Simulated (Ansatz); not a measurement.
All numbers were calculated with Ansatz.

A structure relaxed at PBE0-D4/def2-TZVP, charge 0, multiplicity 1:

```xyz
13

C    -0.325    1.979    1.375
O    -0.151    0.605    1.228
Hf    0.178   -1.234    0.969
F    -1.506   -2.064    0.645
Cl    1.355   -2.168    2.778
Se    1.582   -1.492   -1.165
C     0.176   -0.763   -2.345
H    -1.354    2.257    1.131
H    -0.116    2.276    2.407
H     0.356    2.518    0.710
H    -0.791   -1.214   -2.130
H     0.468   -1.020   -3.361
H     0.127    0.319   -2.242
```

Give its formula and SMILES.

C2H6ClFHfOSe, `C[O][Hf]([F])([Cl])[Se]C`.

Point group (tolerance 0.08 Å, 0.16 Å for H)?

C1.

Summarise the bond lengths by kind.

1 × C–O 1.393 Å; 6 × C–H 1.088 to 1.094 Å; 1 × Hf–O 1.885 Å; 1 × F–Hf 1.905 Å; 1 × Cl–Hf 2.352 Å; 1 × Hf–Se 2.568 Å; 1 × C–Se 1.975 Å.
